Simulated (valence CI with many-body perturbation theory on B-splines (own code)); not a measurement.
# E1 transitions of Gd³¹⁺

Computed by configuration interaction combined with many-body perturbation theory (CI+MBPT): five valence electrons over a frozen Dirac-Fock core [Ar] 3d10, radial functions for each j: 11 s, 11 p, 10 d, 8 f, 5 g, 2 h, with the one-electron correlation potential Σ1 (screened to all orders), the two-electron term Σ2, the three-electron term Σ3, Breit, model QED; selected single and double excitations, second order for the rest, scaled by the run's own slope (own B-spline code, finite nucleus).

No measured spectrum was set against this ion. As an estimate, large intervals hold to a few tenths of a per cent, small ones and those within an open d or f shell to about a per cent. Among the levels kept, up to 2000 cm⁻¹ of a level comes from second order outside the variational space, and about a tenth of that is noise between levels of different J, which matters for small intervals.

Lines 1 to 50 of 546 in falling wavelength, among levels below 353.13 eV, chosen from the strongest by gf and those to the six lowest levels. Wavelengths and rates use the calculated energies. Electric multipoles are in the length gauge, E1 and E2 with the static RPA response of the core. Weak lines are less certain than strong ones. Lines between different terms over intervals too small for the method are left out, as are lines whose strength nearly cancels. Where a level lies close to another of its J and parity, the split of strength between their lines is uncertain.

Levels are named by their leading jj configuration (3d3/2^4 stands for four electrons in 3d with j = 3/2), which in mixed levels can hold well under half, so a name can repeat and another be missing. Letters in brackets count levels of one name in rising energy.

| λ vac (Å) | Upper | Lower | A (s⁻¹) | S (a.u.) |
| --- | --- | --- | --- | --- |
| 309.5 | (4s 4p1/2^2 4p3/2^2) J=3/2 | (4s^2 4p3/2^3) J=3/2 | 7.19e+07 | 4.21e-03 |
| 194.5 | (4s 4p1/2 4p3/2^3) J=3/2 [a] | (4s^2 4p3/2^3) J=3/2 | 3.25e+08 | 4.72e-03 |
| 193.4 | (4s 4p1/2^2 4p3/2 4d5/2) J=7/2 [a] | (4s^2 4p1/2 4p3/2 4d5/2) J=5/2 [b] | 3.39e+09 | 9.69e-02 |
| 189.2 | (4s 4p1/2^2 4p3/2 4d5/2) J=9/2 | (4s^2 4p1/2 4p3/2 4d5/2) J=9/2 | 3.19e+09 | 1.07e-01 |
| 183.9 | (4s 4p1/2^2 4p3/2^2) J=5/2 | (4s^2 4p1/2 4p3/2^2) J=5/2 | 3.62e+09 | 6.67e-02 |
| 182.5 | (4s^2 4p1/2 4p3/2 4d3/2) J=5/2 [a] | (4s^2 4p3/2^3) J=3/2 | 2.52e+09 | 4.54e-02 |
| 180.6 | (4s^2 4p1/2 4p3/2 4d3/2) J=3/2 [a] | (4s^2 4p3/2^3) J=3/2 | 1.03e+09 | 1.20e-02 |
| 180.3 | (4s^2 4p1/2 4p3/2 4d3/2) J=1/2 [a] | (4s^2 4p3/2^3) J=3/2 | 8.31e+08 | 4.81e-03 |
| 179.5 | (4s 4p1/2 4p3/2^2 4d3/2) J=7/2 [c] | (4s^2 4p3/2^2 4d3/2) J=7/2 | 4.74e+09 | 1.08e-01 |
| 179.3 | (4s 4p1/2 4p3/2^2 4d5/2) J=11/2 | (4s^2 4p3/2^2 4d5/2) J=9/2 | 6.86e+09 | 2.34e-01 |
| 177.0 | (4s 4p1/2 4p3/2^2 4d5/2) J=9/2 [b] | (4s^2 4p3/2^2 4d5/2) J=7/2 | 4.35e+09 | 1.19e-01 |
| 176.7 | (4s 4p1/2^2 4p3/2 4d5/2) J=9/2 | (4s^2 4p1/2 4p3/2 4d5/2) J=7/2 [a] | 6.71e+09 | 1.83e-01 |
| 173.4 | (4s^2 4p1/2 4p3/2 4d3/2) J=5/2 [b] | (4s^2 4p3/2^3) J=3/2 | 2.60e+09 | 4.01e-02 |
| 172.8 | (4s 4p1/2^2 4p3/2^2) J=5/2 | (4s^2 4p1/2 4p3/2^2) J=3/2 | 6.31e+09 | 9.64e-02 |
| 168.8 | (4s^2 4p1/2^2 4d3/2) J=3/2 | (4s^2 4p1/2 4p3/2^2) J=5/2 | 3.56e+09 | 3.38e-02 |
| 165.2 | (4s 4p1/2^2 4p3/2^2) J=1/2 | (4s^2 4p1/2 4p3/2^2) J=1/2 | 1.34e+10 | 5.95e-02 |
| 159.9 | (4s 4p1/2^2 4p3/2 4d5/2) J=5/2 [b] | (4s^2 4p1/2 4p3/2 4d5/2) J=7/2 [b] | 7.48e+09 | 9.06e-02 |
| 159.4 | (4s^2 4p1/2^2 4d3/2) J=3/2 | (4s^2 4p1/2 4p3/2^2) J=3/2 | 9.52e+08 | 7.61e-03 |
| 156.5 | (4s 4p1/2^2 4p3/2 4d5/2) J=3/2 [a] | (4s^2 4p1/2 4p3/2 4d3/2) J=5/2 [b] | 1.06e+10 | 8.02e-02 |
| 156.4 | (4s 4p1/2 4p3/2^3) J=1/2 | (4s^2 4p3/2^3) J=3/2 | 5.88e+09 | 2.22e-02 |
| 155.0 | (4s 4p1/2^2 4p3/2 4d3/2) J=3/2 [b] | (4s^2 4p1/2 4p3/2 4d3/2) J=5/2 [a] | 1.60e+10 | 1.18e-01 |
| 153.5 | (4s 4p1/2^2 4p3/2 4d3/2) J=5/2 [b] | (4s^2 4p1/2 4p3/2 4d3/2) J=7/2 | 8.79e+09 | 9.42e-02 |
| 151.9 | (4s 4p1/2^2 4p3/2 4d5/2) J=7/2 [b] | (4s^2 4p1/2 4p3/2 4d5/2) J=9/2 | 1.33e+10 | 1.84e-01 |
| 150.4 | (4s 4p1/2 4p3/2^3) J=3/2 [b] | (4s^2 4p3/2^3) J=3/2 | 4.51e+09 | 3.03e-02 |
| 147.1 | (4s^2 4p1/2 4p3/2 4d3/2) J=5/2 [c] | (4s^2 4p3/2^3) J=3/2 | 6.94e+08 | 6.54e-03 |
| 146.5 | (4s 4p1/2^2 4p3/2^2) J=3/2 | (4s^2 4p1/2 4p3/2^2) J=5/2 | 1.07e+10 | 6.64e-02 |
| 139.3 | (4s 4p1/2^2 4p3/2^2) J=3/2 | (4s^2 4p1/2 4p3/2^2) J=3/2 | 4.45e+09 | 2.37e-02 |
| 139.1 | (4s^2 4p1/2 4p3/2 4d3/2) J=1/2 [b] | (4s^2 4p3/2^3) J=3/2 | 6.70e+08 | 1.78e-03 |
| 138.2 | (4s 4p1/2 4p3/2^2 4d5/2) J=9/2 [c] | (4s^2 4p3/2^2 4d5/2) J=9/2 | 5.88e+09 | 7.66e-02 |
| 137.7 | (4s^2 4p1/2 4p3/2 4d5/2) J=5/2 [a] | (4s^2 4p3/2^3) J=3/2 | 2.67e+09 | 2.06e-02 |
| 136.0 | (4s^2 4p1/2^2 4d5/2) J=5/2 | (4s^2 4p1/2 4p3/2^2) J=5/2 | 6.19e+08 | 4.62e-03 |
| 134.7 | (4s^2 4p1/2 4p3/2 4d5/2) J=3/2 [a] | (4s^2 4p3/2^3) J=3/2 | 5.92e+09 | 2.86e-02 |
| 129.8 | (4s^2 4p1/2^2 4d5/2) J=5/2 | (4s^2 4p1/2 4p3/2^2) J=3/2 | 1.32e+09 | 8.53e-03 |
| 128.4 | (4s^2 4p1/2 4p3/2 4d5/2) J=5/2 [b] | (4s^2 4p3/2^3) J=3/2 | 8.10e+08 | 5.08e-03 |
| 127.2 | (4s^2 4p1/2 4p3/2 4d5/2) J=3/2 [b] | (4s^2 4p3/2^3) J=3/2 | 2.24e+09 | 9.12e-03 |
| 122.6 | (4s^2 4p1/2 4p3/2 4d5/2) J=1/2 | (4s^2 4p3/2^3) J=3/2 | 1.17e+09 | 2.12e-03 |
| 120.5 | (4s 4p1/2 4p3/2^3) J=3/2 [a] | (4s^2 4p1/2 4p3/2^2) J=1/2 | 3.95e+08 | 1.37e-03 |
| 114.9 | (4s^2 4p1/2 4p3/2 4d3/2) J=1/2 [a] | (4s^2 4p1/2 4p3/2^2) J=1/2 | 1.16e+09 | 1.73e-03 |
| 114.8 | (4s 4p1/2 4p3/2^2 4d5/2) J=9/2 [a] | (4s^2 4p1/2 4p3/2 4d5/2) J=7/2 [a] | 1.77e+10 | 1.32e-01 |
| 114.4 | (4s 4p1/2 4p3/2^3) J=3/2 [a] | (4s^2 4p1/2 4p3/2^2) J=5/2 | 1.60e+09 | 4.73e-03 |
| 112.5 | (4s 4p1/2 4p3/2^2 4d5/2) J=11/2 | (4s^2 4p1/2 4p3/2 4d5/2) J=9/2 | 1.70e+10 | 1.44e-01 |
| 112.5 | (4s 4p1/2^2 4p3/2^2) J=5/2 | (4s^2 4p1/2^2 4p3/2) J=3/2 | 8.17e+09 | 3.45e-02 |
| 110.2 | (4s 4p3/2^3 4d3/2) J=3/2 | (4s^2 4p3/2^2 4d3/2) J=5/2 | 2.21e+10 | 5.84e-02 |
| 110.2 | (4s^2 4p1/2 4p3/2 4d3/2) J=5/2 [a] | (4s^2 4p1/2 4p3/2^2) J=5/2 | 4.53e+09 | 1.79e-02 |
| 110.0 | (4s 4p1/2 4p3/2^3) J=3/2 [a] | (4s^2 4p1/2 4p3/2^2) J=3/2 | 2.65e+10 | 6.96e-02 |
| 109.5 | (4s^2 4p1/2 4p3/2 4d3/2) J=3/2 [a] | (4s^2 4p1/2 4p3/2^2) J=5/2 | 3.11e+09 | 8.06e-03 |
| 109.5 | (4s 4p3/2^3 4d5/2) J=9/2 | (4s^2 4p3/2^2 4d5/2) J=9/2 | 3.19e+10 | 2.06e-01 |
| 108.7 | (4s 4p1/2^2 4p3/2 4d5/2) J=7/2 [a] | (4s^2 4p1/2^2 4d5/2) J=5/2 | 1.14e+10 | 5.77e-02 |
| 108.6 | (4s 4p1/2 4p3/2^2 4d5/2) J=3/2 [d] | (4s^2 4p1/2 4p3/2 4d5/2) J=1/2 | 2.45e+10 | 6.19e-02 |
| 108.4 | (4s 4p1/2^2 4p3/2 4d3/2) J=5/2 [b] | (4s 4p1/2^2 4p3/2^2) J=3/2 | 2.37e+10 | 8.95e-02 |
